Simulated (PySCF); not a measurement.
Vertical excitations of a molecule C2H7BOS from PySCF 2.14.0 with TDA-PBE/def2-SVPD, as energy in eV (oscillator strength): 5.56 (0.006), 5.94 (0.232), 6.11 (0.009), 6.42 (0.019), 6.50 (0.017), 6.88 (0.001), 6.95 (0.000), 7.01 (0.001), 7.08 (0.001), 7.18 (0.034). Lowest triplet (TDA): 4.61 eV. The structure is a stationary point at B3LYP-D3(BJ)/def2-SVP. One conformer was computed; it need not be the lowest.

Task: Pick the molecule that these values belong to.
(A) CSB(C)O
(B) COB(C)S
(C) COBSC

Result: C, COBSC
